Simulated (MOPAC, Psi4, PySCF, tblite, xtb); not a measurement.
Dimer HF ··· HBr (SMILES F and Br), singlet at R = 3.19 Å between the centres of mass, closest contact 2.70 Å (a higher rigid-body minimum at GFN2-xTB). Geometry in Å and degrees:

```
F
H 1 0.9245
Br 2 2.7113 1 116.61
H 3 1.4248 2 74.10 1 1.53
```

Methods: GFN2-xTB (tblite); SAPT0/jun-cc-pVDZ, frozen core (Psi4); PBE0/def2-TZVP, counterpoise-corrected (Psi4); PBE0-D3(BJ)/def2-TZVP, counterpoise-corrected (Psi4); PBE/def2-TZVP, counterpoise-corrected (Psi4); PBE-D3(BJ)/def2-TZVP, counterpoise-corrected (Psi4); HF/aug-cc-pVTZ, counterpoise-corrected (Psi4); MP2/aug-cc-pVTZ = DF-MP2/aug-cc-pVTZ, frozen core, counterpoise-corrected (Psi4); SCS-MP2/aug-cc-pVTZ = DF-SCS-MP2/aug-cc-pVTZ, frozen core, counterpoise-corrected run with Psi4; PM6, restricted, heats of formation (MOPAC); PM3, restricted, heats of formation (MOPAC); GFN1-xTB (xtb); RKS-B3LYP/6-31G* = restricted B3LYP/6-31G*, spherical d, no counterpoise correction (PySCF 2.14.0); RHF/6-31G* = PySCF with restricted Hartree-Fock/6-31G*, spherical d, no counterpoise correction; RHF/LANL2DZ = restricted Hartree-Fock/LANL2DZ, with its core potentials past Ne, no counterpoise correction run with PySCF; RHF/3-21G = restricted Hartree-Fock/3-21G, no counterpoise correction in PySCF.

Task: What interaction energy does each level give?

Result: 
| method | E_int / kJ/mol |
|---|---|
| RKS-B3LYP/6-31G* | -13.32 |
| GFN2-xTB | -11.72 |
| GFN1-xTB | -11.26 |
| PBE-D3(BJ)/def2-TZVP | -10.47 |
| RHF/3-21G | -10.19 |
| PBE0-D3(BJ)/def2-TZVP | -9.77 |
| PBE/def2-TZVP | -8.41 |
| PBE0/def2-TZVP | -7.93 |
| MP2/aug-cc-pVTZ | -7.34 |
| RHF/6-31G* | -7.12 |
| SAPT0/jun-cc-pVDZ | -5.83 |
| SCS-MP2/aug-cc-pVTZ | -5.74 |
| PM3 | -5.50 |
| RHF/LANL2DZ | -5.00 |
| PM6 | -3.14 |
| HF/aug-cc-pVTZ | -2.16 |
